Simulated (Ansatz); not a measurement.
`[F][Ge]1([SH])[CH2][NH]1` + H₂ → `[F][GeH]1[CH2][NH]1` + H₂S at 298.15 K and 1 bar (hydrogenolysis of a Ge–S bond).

Computed with Ansatz on PBE0-D4/def2-TZVP structures; ΔE is electronic, products minus reactants. CBS: MP2 limit from def2 TZ/QZ plus the TZ coupled-cluster correction, frozen cores. This one scheme is used for every species. For Ge outer-core shells are correlated without core-valence functions, which leaves a few kJ/mol of doubt a bond. Scalar relativity is left out up to krypton. One conformer a species, not always the lowest.

| species | CCSD(T)/CBS energy (Eh) | H − E (kJ/mol) | S (J/(mol·K)) |
| --- | --- | --- | --- |
| `[F][Ge]1([SH])[CH2][NH]1` | -2668.84855 | 162.7 | 353.4 |
| H₂ | -1.17544 | 35.1 | 130.4 |
| `[F][GeH]1[CH2][NH]1` | -2271.04199 | 152.3 | 304.5 |
| H₂S | -398.97279 | 49.9 | 205.7 |

H − E and S are ideal-gas, rigid-rotor, harmonic terms from PBE0-D4/def2-TZVP, for one conformer and one mirror image of each species. For small species the MP2-based limit differs from directly extrapolated CCSD(T) by up to some mEh (0.8 for H₂); such offsets cancel only in part. 1 Eh = 2625.50 kJ/mol, R = 8.31446 J/(mol·K).

By hand: ΔE, ΔH, ΔS and ΔG.

ΔE = (-2271.04199) + (-398.97279) − (-2668.84855) − (-1.17544) = 0.00921 Eh = 24.2 kJ/mol. Δ(H − E) = 152.3 + 49.9 − 162.7 − 35.1 = 4.4, so ΔH = 28.6 kJ/mol. ΔS = 304.5 + 205.7 − 353.4 − 130.4 = 26.4 J/(mol·K). ΔG = 28.6 − 298.15 × (26.4)/1000 = 20.7 kJ/mol.

By hand: the equilibrium constant, and the temperature at which ΔG would vanish if ΔH and ΔS stayed fixed.

log₁₀ K = −ΔG/(RT ln 10) = -3.6. ΔG = 0 at ΔH/ΔS = 1083 K.

ΔH outweighs TΔS. A doubt of 5 kJ/mol in ΔE shifts log₁₀ K by 0.9 here. Other conformers and mirror images would add mixing entropy, several J/(mol·K) or more a flexible species. These are equilibria of isolated gas molecules and say nothing of rates. Largest T1 diagnostic: 0.012 (customary marks: 0.02 for closed shells, 0.045 for open ones).
